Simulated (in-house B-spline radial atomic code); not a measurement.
A fraction x of an electron is removed from 4d in Ag⁴⁺, starting from [Kr] 4d7 and keeping the highest spin. All numbers are computed (scalar-relativistic (X2C) r2SCAN, spin-polarised, spherical fractional occupations; Fermi nucleus of rms radius 4.5454 fm) with a B-spline radial code for spherical atoms, not measured.

```
   x  E(x) - E(0) (eV)  4d down level (eV)
   0            0.0000             -58.158
 0.1            5.8950             -59.743
0.16            9.5082             -60.699
 0.3           18.1627             -62.940
0.44           27.1321             -65.197
 0.5           31.0730             -66.169
0.51           31.7355             -66.331
 0.7           44.6323             -69.429
0.76           48.8275             -70.412
0.94           61.7683             -73.379
   1           66.2008             -74.372
```

The exact functional would give a straight line between the two integer points. Deviations E(x) - E(0) - x[E(1) - E(0)], in eV: -0.725 at x = 0.1, -1.084 at x = 0.16, -1.698 at x = 0.3, -1.996 at x = 0.44, -2.027 at x = 0.5, -2.027 at x = 0.51, -1.708 at x = 0.7, -1.485 at x = 0.76, -0.46 at x = 0.94.

The curve lies below the straight line by up to 2.027 eV (at x = 0.5): convex, the delocalisation error that favours fractional charges.

(1) How well does Slater's transition state (minus the level at half occupation) give the ionisation energy?

Answers

(1) It gives 66.169 eV against 66.201 eV from the two total energies; NIST lists 65.00 eV, ground level to ground level.
